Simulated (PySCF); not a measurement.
CuF, SMILES [F][Cu], multiplicity 1.

Geometry optimised at PBE0-D3(BJ)/def2-TZVPD. The multiplicity is an assumed one; other spin states were not compared.

Two levels are set side by side: TDA-PBE/def2-TZVPD (PySCF) and TDA-PBE0/def2-TZVPD (PySCF). Vertical, same geometry. The lowest singlet is HOMO−2→LUMO 100 % with PBE and HOMO−1→LUMO 94 % with the other functional; states are paired by order. Differences are taken from unrounded values.

```
quantity                              TDA-PBE0  TDA-PBE  TDA-PBE minus TDA-PBE0
------------------------------------  --------  -------  ----------------------
lowest singlet excitation (eV)            2.58     2.09                   -0.49
lowest triplet excitation (TDA) (eV)      1.67     1.49                   -0.19
```

Functionals without exact exchange tend to place singlet excitations lower, as here. Differences between two approximate levels are no errors against the true value.

Rough cost on one machine, each run with all the roots and properties that it gave: TDA-PBE0 against TDA-PBE about 2 times.
